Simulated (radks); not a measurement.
Results of a calculation; reference values are marked as such.
Valence configurations of Er+ (all share [Xe]). Level of theory: Dirac Kohn-Sham, PBE, spin-unpolarised, spherical densities, finite nucleus; open shells fill j = l - 1/2 first; Fermi nuclear charge, rms radius 5.2516 fm (a radial shooting solver on a logarithmic mesh with Libxc functionals). Energies are relative to 4f12 6s1; eigenvalues in eV.

4f12 6s1: E (eV) 0.000; e(4f5/2) -10.256; e(4f7/2) -9.174; e(6s1/2) -9.055
4f12 6p1: E (eV) 3.306; e(4f5/2) -11.462; e(4f7/2) -10.378; e(6p1/2) -6.419
4f12 5d1: E (eV) 2.390; e(4f5/2) -8.634; e(4f7/2) -7.553; e(5d3/2) -5.802
4f13: E (eV) 2.392; e(4f5/2) -4.315; e(4f7/2) -3.301
4f11 6s1 6p1: E (eV) 7.238; e(4f5/2) -19.983; e(4f7/2) -18.831; e(6p1/2) -7.425; e(6s1/2) -11.302
4f12 5d0.5 6p0.5: E (eV) 2.748; e(4f5/2) -9.979; e(4f7/2) -8.897; e(5d3/2) -6.736; e(6p1/2) -5.828
4f11 6s2: E (eV) 3.396; e(4f5/2) -18.811; e(4f7/2) -17.660; e(6s1/2) -10.680
4f12.5 6s0.5: E (eV) 0.626; e(4f5/2) -6.818; e(4f7/2) -5.770; e(6s1/2) -8.286
4f10 5d2 6p1: E (eV) 18.168; e(4f5/2) -24.550; e(4f7/2) -23.332; e(5d3/2) -10.547; e(6p1/2) -7.073
4f11 5d1 6s1: E (eV) 4.608; e(4f5/2) -16.455; e(4f7/2) -15.305; e(5d3/2) -8.270; e(6s1/2) -9.758

NIST lists [Xe] 4f12 6s1 as the ground configuration; this level of theory agrees among the configurations tried. The energies are those of spherical spin-averaged densities, not of single terms.
